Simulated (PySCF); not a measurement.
Species: C7H11ClN2.
Atom-mapped SMILES: `[CH3:1][CH2:2][CH2:3][c:4]1[cH:5][c:6]([Cl:7])[n:8]([CH3:9])[n:10]1` (hydrogens: H11, H12, H13 on C1; H14, H15 on C2; H16, H17 on C3; H18 on C5; H19, H20, H21 on C9)

Cartesian coordinates in Å at the PBE0-D3(BJ)/def2-SVP level; atoms count from 1:
```xyz
21
C7H11ClN2 angstrom
C      2.5023   -0.1632    0.9607
C      2.3603    0.5307   -0.3837
C      1.0695    1.3437   -0.5173
C     -0.1681    0.5109   -0.4339
C     -0.6544   -0.4234   -1.3806
C     -1.7912   -0.9307   -0.7848
Cl    -2.9133   -2.0961   -1.3315
N     -1.9344   -0.3247    0.4182
C     -2.9752   -0.5297    1.3904
N     -0.9507    0.5519    0.6398
H      1.6609   -0.8486    1.1466
H      3.4334   -0.7475    1.0156
H      2.5136    0.5674    1.7854
H      3.2186    1.2032   -0.5516
H      2.3997   -0.2176   -1.1948
H      1.0784    1.8887   -1.4755
H      1.0171    2.0993    0.2824
H     -0.2488   -0.6898   -2.3528
H     -2.9749   -1.5671    1.7568
H     -3.9634   -0.3055    0.9624
H     -2.7710    0.1533    2.2221
```

Method: PBE0-D3(BJ)/def2-SVP geometry optimisation, gas phase (PySCF 2.14.0).

Masses are those of the commonest isotopes; rigid-rotor values at the optimised geometry. The values belong to one conformer with, in the numbering `[CH3:1][CH2:2][CH2:3][c:4]1[cH:5][c:6]([Cl:7])[n:8]([CH3:9])[n:10]1`, C1–C2–C3–C4 -63°, C2–C3–C4–C5 -70°.

Q: What are A, B and C (GHz)?

A: Ia = 228.69, Ib = 811.39, Ic = 909.99 u·Å²; 505379 MHz·u·Å²/I gives 2210, 622.9 and 555.4 MHz, that is A = 2.2099, B = 0.6229, C = 0.5554 GHz.

Q: What kind of rotor is it?

A: A near-prolate asymmetric top; Ray's κ = -0.918.

Q: Is it planar, by Δ = Ic − Ia − Ib?

A: Not planar: Δ = Ic − Ia − Ib = -130.09 u·Å². For a rigid frame Δ = −2 Σ m c², so Σ m c² = 65.05 u·Å² lies off the ab plane: 16.77 from hydrogen and 48.28 from heavier atoms. The atom farthest from that plane is 2.18 Å away.

Q: Where do the levels up to J = 2 lie, in K?

A: Above 0(0,0), as E/k:
J = 1: 1(0,1) 0.057, 1(1,1) 0.133, 1(1,0) 0.136
J = 2: 2(0,2) 0.170, 2(1,2) 0.243, 2(1,1) 0.252, 2(2,1) 0.481, 2(2,0) 0.481
Those of J = 1 are B + C, A + C and A + B.

Q: Predict some low-J microwave lines.

A: The dipole components are |μa| = 0.81 D, |μb| = 0.12 D, |μc| = 0.29 D. Intensities carry the squares of the components, which stand as 1.00 : 0.02 : 0.13 (a : b : c). Some lines, for components of 0.1 D or more:

```tsv
type	branch	J(Ka,Kc)	MHz	lower level (cm⁻¹)
b	R	2(0,2) ← 1(1,1)	767	0.092
c	Q	2(1,2) ← 2(0,2)	1522	0.118
c	Q	1(1,1) ← 1(0,1)	1587	0.039
b	Q	2(1,1) ← 2(0,2)	1724	0.118
a	R	2(1,1) ← 1(1,0)	2424	0.094
c	R	1(1,0) ← 0(0,0)	2833	0.000
b	R	2(1,2) ← 1(0,1)	3876	0.039
c	R	2(1,1) ← 1(0,1)	4078	0.039
c	Q	2(2,1) ← 2(1,1)	4761	0.175
b	Q	2(2,0) ← 2(1,1)	4763	0.175
c	R	2(2,0) ← 1(1,0)	7187	0.094
c	R	2(2,1) ← 1(1,1)	7253	0.092
b	R	2(2,0) ← 1(1,1)	7255	0.092
```

Whether it is a minimum is left open (no frequencies). These are rigid-rotor constants of the computed structure; measured ground-state constants (B0) also hold zero-point vibration. A rigid rotor knows nothing of internal rotation, which can split or shift real lines. Quadrupole hyperfine structure (14N, 35Cl) is left out.
